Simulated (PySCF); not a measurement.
**Working out the ionisation energy of I**

I [Kr] 4d10 5s2 5p5 (2P) → I⁺ [Kr] 4d10 5s2 5p4 (3P). All numbers are calculated (PySCF 2.14, scalar relativity by spin-free X2C-1e, in Sapporo-DKH3-DZP-2012). Frozen: [Ar] 3d10. Energies in hartree (1 hartree = 27.21139 eV):

```
             part     I (lower)    I⁺ (upper)
              UHF  -7112.191669  -7111.840506
MP2 opposite-spin     -0.407658     -0.392956
    MP2 same-spin     -0.237234     -0.229928
```

What does Hartree-Fock give?

(-7111.840506) − (-7112.191669) = 0.351163 hartree = 9.556 eV.

What do MP2 and SCS-MP2 (6/5 opposite-spin, 1/3 same-spin) give?

The opposite-spin parts differ by 0.400 eV and the same-spin parts by 0.199 eV. MP2: 9.556 + (0.400) + (0.199) = 10.155 eV. SCS-MP2: 9.556 + 1.2 × (0.400) + (0.199)/3 = 10.102 eV.

Measured between the centres of the two terms (NIST): 10.519 eV, so MP2 (valence and next inner shell) is off by -0.364 eV.

A double-zeta basis recovers only part of the correlation energy.

What remains against the reference includes basis incompleteness, the frozen core and correlation beyond second order.
